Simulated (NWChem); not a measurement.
System: MoNH₂O₂F; SMILES [NH]=[Mo](=[O])([OH])[F]

The following NWChem deck was run.

```
start job
memory heap 200 mb stack 900 mb global 1100 mb
geometry units angstroms noautoz
  Mo    -0.021099    -0.035955     0.050959
  O      0.675145    -0.104954     1.566766
  N      1.233290     0.038806    -1.122975
  H      2.238498     0.043293    -1.293469
  F     -1.037097    -1.552845    -0.275527
  O     -1.053073     1.511951    -0.088195
  H     -0.976437     2.167271    -0.791233
end
basis spherical
  Mo library def2-svp
  O library def2-svp
  N library def2-svp
  H library def2-svp
  F library def2-svp
end
ecp
  Mo library def2-ecp
end
dft
  xc b3lyp
  iterations 150
  mulliken
end
task dft energy
```

Geometry: optimised at PBE0/def2-SVP. def2 effective core potentials on Mo; no spin-orbit coupling.

Q: Give the results of this calculation. (B3LYP/def2-SVP with def2 effective core potentials on Mo.) Quantities: energy (Ha); highest occupied level (eV); orbital gap (eV); dipole (D).

A: 
```
Property                      Result
---------------------------  -------
energy (Ha)                  -374.37
highest occupied level (eV)    -8.27
orbital gap (eV)                6.04
dipole (D)                      3.21
```
